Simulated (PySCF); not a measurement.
**SMILES CP(C)(=[Se])c1ccc(F)cc1, C8H10FPSe**

Geometry (Å), atoms numbered from 1 in this order:
```xyz
21

C    -2.2903   -1.1596    0.3024
P    -1.4449    0.1554   -0.6568
C    -1.9280    1.7175    0.1743
Se   -1.9306    0.1257   -2.6908
C     0.3286   -0.0520   -0.2700
C     1.2279   -0.2147   -1.3142
C     2.5763   -0.3780   -1.0576
C     3.0029   -0.3692    0.2583
F     4.3120   -0.5256    0.5240
C     2.1241   -0.2053    1.3169
C     0.7788   -0.0485    1.0461
H    -1.9797   -2.1240   -0.0976
H    -3.3626   -1.0464    0.1443
H    -2.0591   -1.1047    1.3635
H    -1.4070    2.5374   -0.3190
H    -3.0003    1.8493    0.0333
H    -1.6886    1.7094    1.2351
H     0.8582   -0.2128   -2.3301
H     3.2908   -0.5104   -1.8542
H     2.4999   -0.2018    2.3282
H     0.0828    0.0753    1.8632
```

The calculation used PySCF, GIAO BHandHLYP/pcSseg-1 magnetisability, rotational g tensor and spin-rotation constants, non-relativistic, gas phase. Geometry: GFN2-xTB.

The calculation is non-relativistic, which matters for the atoms heavier than Zn.

Task: How diamagnetic is it, and how anisotropic?

Result: Isotropic -2244 × 10⁻³⁰ J/T², or -135.1 × 10⁻⁶ cm³/mol; principal values -2958, -1909, -1864 × 10⁻³⁰ J/T², anisotropy 1072 × 10⁻³⁰ J/T² (root of half the summed squared differences of the principal values). The susceptibility is in cgs units.

Task: Split it along the inertial axes a, b, c into diamagnetic and paramagnetic parts about the centre of mass, with the quadrupole moment.

Result: 
| axis | χ (10⁻⁶ cm³/mol) | diamagnetic (10⁻⁶ cm³/mol) | paramagnetic (10⁻⁶ cm³/mol) | summed x² of all electrons (Å²) | quadrupole Θ (D Å) |
| --- | --- | --- | --- | --- | --- |
| a | -115.0 | -1014.3 | 899.4 | 670.0 | -17.41 |
| b | -112.3 | -3108.5 | 2996.2 | 176.4 | +16.58 |
| c | -178.1 | -3590.9 | 3412.8 | 62.7 | +0.83 |

Anisotropies 2χaa − χbb − χcc = +60.5 and 2χbb − χaa − χcc = +68.5 × 10⁻⁶ cm³/mol. Θ is traceless in Buckingham's convention.

Task: And the rotational g tensor?

Result: 
```csv
axis,rotational constant (GHz),g,nuclear part,electronic part
a,1.4217,-0.0194,0.5813,-0.6007
b,0.3563,-0.0087,0.4929,-0.5016
c,0.3093,+0.0034,0.4994,-0.4960
```
Asymmetric top; isotopes 12C, 19F, 1H, 31P, 80Se; no vibrational averaging.
